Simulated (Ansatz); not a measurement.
Cost and result for the atomization energy of `C[SiH2][Se]` radical (8 atoms, 7 bonds).

Charge 0, multiplicity 2. Correlated methods include outer-core shells of Se, which these sets cover unevenly. Scalar relativity is left out up to krypton. Geometry: relaxed with PBE0-D4/def2-TZVP. Program: Ansatz. All runs use 4 threads of an Arm Neoverse V1 on a shared host. Times are those of one run each, without the atoms' runs, and a repeat can differ threefold. Electronic energies, without spin–orbit coupling; frozen cores. CCSD(T)/CBS adds CCSD(T) − MP2 in def2-TZVPP to the MP2 limit, and its time is that of the two runs behind it. T1 = 0.010; ⟨S²⟩ of the reference is 0.76. With those shells the extrapolation isn't a true limit. B3LYP takes the VWN-RPA correlation (the form of Gaussian; ORCA's B3LYP/G). HSE06 is the plane-wave form, built on full-range PBE exchange.

CCSD(T)/CBS is a level of theory with its own doubt, some kJ/mol a heavy atom from the limit and from the frozen cores, so smaller differences don't rank the functionals.

```tsv
level	functions	wall time	atomization (kJ/mol)	difference from CCSD(T)/CBS	per bond
LDA (SPW92)/def2-TZVPP	191	4.4 s	2854.1	298.0	42.6
BLYP-D4/def2-TZVPP	191	7.5 s	2531.1	-25.0	-3.6
PBE-D4/def2-TZVPP (with forces)	191	8.5 s	2564.5	8.4	1.2
revPBE-D4/def2-TZVPP	191	8.5 s	2519.0	-37.1	-5.3
CCSD(T)/def2-SVP	89	9 s	2396.2	-159.9	-22.8
BHLYP-D4/def2-TZVPP	191	12 s	2518.1	-38.0	-5.4
PBE-QIDH/def2-TZVPP	191	12 s	2536.0	-20.1	-2.9
B3LYP-D4/def2-TZVPP (with forces)	191	14 s	2554.7	-1.4	-0.2
HSE06-D4/def2-TZVPP	191	14 s	2550.1	-6.0	-0.9
ωB97X-V/def2-TZVPP	191	27 s	2569.9	13.8	2.0
MP2/def2-QZVPP	366	52 s	2528.1	-28.0	-4.0
CCSD(T)/def2-TZVPP	191	3.7 min	2491.7	-64.4	-9.2
CCSD(T)/CBS(def2)	–	4.5 min	2556.1	0.0	0.0
```

From r2SCAN to r2SCAN0 (25 % exact exchange), in def2-TZVPP and without D4, the atomization energy moves by −19.9 kJ/mol: exact exchange takes away binding that semilocal exchange gives to molecules. Leaving LDA and LC-ωPBE aside and taking each functional with its dispersion term where it has one, the values spread over 51.8 kJ/mol, from BHLYP-D4 to ωB97X-V. LDA lies +304.9 kJ/mol from PBE without D4, its usual overbinding. The D4 term adds +24.9 kJ/mol with B3LYP and +13.0 kJ/mol with PBE0; it sums over pairs of atoms, weighted by their polarisabilities, and B3LYP, whose exchange is more repulsive, gets the larger term.

For some Ge, Se and Sn compounds the MP2-based and the directly extrapolated limit differ by 10 to 25 kJ/mol.
